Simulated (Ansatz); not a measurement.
```yaml
crystal:
  periodic: [false, false, false]
  atoms:
    - {symbol: B, position_ang: [-0.447406, 2.315527, 1.814153]}
    - {symbol: C, position_ang: [-0.417852, 1.097706, 0.776328]}
    - {symbol: S, position_ang: [-0.043427, -0.625469, 1.491801]}
    - {symbol: Si, position_ang: [-0.221505, -1.917850, -0.247207]}
    - {symbol: C, position_ang: [1.086445, -1.245407, -1.626307]}
    - {symbol: H, position_ang: [-0.321184, 2.165102, 2.981506]}
    - {symbol: H, position_ang: [-0.751630, 3.372323, 1.437764]}
    - {symbol: H, position_ang: [-1.547474, 1.176998, 0.184138]}
    - {symbol: H, position_ang: [0.324780, 1.425689, 0.092686]}
    - {symbol: H, position_ang: [-1.590010, -1.512108, -1.176928]}
    - {symbol: H, position_ang: [-0.027546, -3.032896, 0.210920]}
    - {symbol: H, position_ang: [0.978283, -0.241782, -1.944001]}
    - {symbol: H, position_ang: [2.330297, -1.204801, -1.200112]}
    - {symbol: H, position_ang: [1.016992, -1.892184, -2.466722]}
basis:
  gaussian: {orbitals: cc-pVDZ, nuclear_model: gaussian}
hamiltonian: {xc: {name: HF}}
correlation: {method: mp2, frozen_orbitals: {B: 9}}
```

```sh
$ ansatz run in.yaml --threads 4 --pin off --events-out ev --progress --plain --max-ram 10444MiB
```

(1) How does Ansatz answer? (Estimate.)

Answers

(1) Computed: The program refused the input.
```
Functional definition: HF
Error: "frozen_orbitals" has no count for C
```
